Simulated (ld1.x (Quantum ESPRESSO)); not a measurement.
Reading a pseudo-wave (zirconium (Zr))

Columns: radius, all-electron u(r) and pseudo u(r) of the 4d shell (level -13.53 eV) of zirconium in the configuration [Ar] 3d10 4s2 4p6 4d2 5s0.5 5p0; PBE, scalar-relativistic, TM scheme, ld1.x (Quantum ESPRESSO) 7.5.

| r (bohr) | all-electron | pseudo |
| --- | --- | --- |
| 0.150 | 0.1981 | -0.0041 |
| 0.300 | 0.3220 | -0.0310 |
| 0.450 | 0.1936 | -0.0955 |
| 0.600 | -0.0301 | -0.1987 |
| 0.750 | -0.2508 | -0.3278 |
| 0.900 | -0.4318 | -0.4614 |
| 1.050 | -0.5651 | -0.5778 |
| 1.200 | -0.6530 | -0.6628 |
| 1.350 | -0.7033 | -0.7127 |
| 1.500 | -0.7246 | -0.7319 |
| 1.650 | -0.7245 | -0.7287 |
| 1.800 | -0.7095 | -0.7111 |
| 1.950 | -0.6842 | -0.6846 |
| 2.100 | -0.6525 | -0.6525 |
| 2.250 | -0.6168 | -0.6168 |
| 2.400 | -0.5790 | -0.5790 |
| 2.550 | -0.5405 | -0.5405 |
| 2.700 | -0.5022 | -0.5022 |
| 2.850 | -0.4647 | -0.4647 |
| 3.000 | -0.4285 | -0.4285 |
| 3.150 | -0.3938 | -0.3938 |
| 3.300 | -0.3610 | -0.3610 |
| 3.450 | -0.3299 | -0.3299 |
| 3.600 | -0.3009 | -0.3009 |
| 3.750 | -0.2738 | -0.2738 |
| 3.900 | -0.2486 | -0.2486 |

(1) How many radial nodes do the two functions have?

(2) At about which radius was the pseudo-wave matched?

(3) Where does each function peak?

(4) Is the pseudo-wave norm-conserving?

Results:

(1) The all-electron 4d function has n − l − 1 = 1; the pseudo-wave has 0, since the states of the same l below it are removed with the core.

(2) 2.25 bohr. The columns agree to 0.0005 from 1.95 bohr on; several derivatives are matched, so the curves merge somewhat inside the radius.

(3) Outermost all-electron maximum near 1.50 bohr, pseudo maximum near 1.50 bohr (to the table’s step).

(4) Yes: the TM scheme keeps the norm inside the radius equal to the all-electron one, which fixes the energy derivative of the logarithmic derivative at the level.
